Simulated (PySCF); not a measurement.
SMILES C[CH2][Sn]([F])([Cl])[CH2]C (GFN2-xTB optimised geometry):

```
17

C      2.053     0.999    -0.984
C      1.508     0.000     0.000
Sn    -0.779     0.000     0.000
F     -1.146    -0.577    -1.913
Cl    -1.515     2.225     0.000
C     -2.331    -1.245     1.119
C     -2.770    -0.614     2.415
H      1.711     0.777    -1.992
H      3.144     0.958    -0.976
H      1.749     2.012    -0.729
H      1.798     0.222     1.024
H      1.785    -1.020    -0.255
H     -3.144    -1.316     0.399
H     -1.886    -2.225     1.266
H     -3.570    -1.213     2.852
H     -1.956    -0.563     3.134
H     -3.154     0.391     2.253
```

Level of theory: PySCF with CAM-B3LYP/def2-SVP, def2 effective core potentials past Kr.

Q: What are the frontier orbital energies and the dipole moment?

A: HOMO-2 -10.12 eV, HOMO-1 -9.85 eV, HOMO -8.81 eV, LUMO -0.23 eV, LUMO+1 1.08 eV; dipole moment 4.42 D.

On the same geometry PBE/def2-SVP, def2 effective core potentials past Kr run with PySCF 2.14.0 gives HOMO-2 -7.15 eV, HOMO-1 -7.11 eV, HOMO -6.40 eV, LUMO -2.09 eV, LUMO+1 -0.75 eV; dipole moment 4.13 D.
